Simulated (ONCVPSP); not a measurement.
## What one change does to a pseudopotential (zirconium, ONCV)

```json
{
  "Element": "zirconium (Zr)",
  "Generator": "ONCVPSP 4.0.1",
  "Type": "optimised norm-conserving Vanderbilt (ONCV)",
  "Functional": "PBE",
  "Relativity": "scalar-relativistic",
  "Frozen core": "[Ar] 3d10 4s2",
  "Valence charge": "10",
  "Reference configuration": "4p6 4d2 5s2",
  "Partial waves": "5s: rc 3.00 bohr, ncon 5, nbas 10, qcut 2.4 1/bohr, 2 projectors, debl 2.5 Ha; 4p: rc 1.90 bohr, ncon 5, nbas 10, qcut 8.3 1/bohr, 2 projectors, debl 3.8 Ha; 4d: rc 2.30 bohr, ncon 4, nbas 9, qcut 8.1 1/bohr, 2 projectors, debl 3.1 Ha; f scattering state at 0.04 Ha: rc 2.90 bohr, ncon 3, nbas 8, qcut 3.5 1/bohr, 1 projector",
  "Local potential": "polynomial inside 1.80 bohr (lpopt 5, dvloc0 3 Ha)",
  "Core correction": "Teter function fitted to the true core (icmod 2), fcfact 0.5"
}
```

Change: d: rc 2.78.

Cutoffs: the cutoffs (Ha) at which the residual kinetic energy of the hardest occupied pseudo-wave falls to 1 and 0.1 mHa per electron; they do not see the model core or the augmentation charge, which bear on the density cutoff. Errors are all-electron minus pseudo energies relative to the spin-unpolarised reference configuration.

Problem. What does the change do?

Solution. The potential gets neither clearly harder nor softer (20 Ha and 26 Ha → 20 Ha and 26 Ha); the p channel sets the loose cutoff, while the largest relative change is in d, which becomes softer; of the 3 tests that both files solve, the error grows in 0 and shrinks in 2 by more than 15 % and 0.3 meV (median size 10.2 → 7.8 meV); neither file shows a bound ghost.

```tsv
quantity	base	changed
cutoff, loose	20 Ha	20 Ha
cutoff, tight	26 Ha	26 Ha
loose cutoff by channel	s 2.2 Ha, p 20 Ha, d 15 Ha	s 2.2 Ha, p 20 Ha, d 11 Ha
bound ghosts	none	none
GHOST(+) flags under 300 eV	s at 43.7 eV	s at 43.7 eV
tests with a reliable result	3 of 4	3 of 4
error for 4p6 4d2 5s1, meV [ΔE 7.14 eV]	-4.1	-3.5
error for 4p6 4d2 5s0, meV [ΔE 20.08 eV]	-10	-7.8
error for 4p6 4d3 5s1, meV [ΔE 1.20 eV]	-33	-25
s: phases at 3.04 bohr within 0.05 rad from the reference energy up to (Ha; the scan ends near 5)	1.3	1.3
p: phases at 1.93 bohr within 0.05 rad from the reference energy up to (Ha; the scan ends near 5)	to the end of the scan	to the end of the scan
f: phases at 2.95 bohr within 0.05 rad from the reference energy up to (Ha; the scan ends near 5)	1.2	1.2
rms error of d²Exc/dni dnj with the model core, mHa	0.61	0.71
```
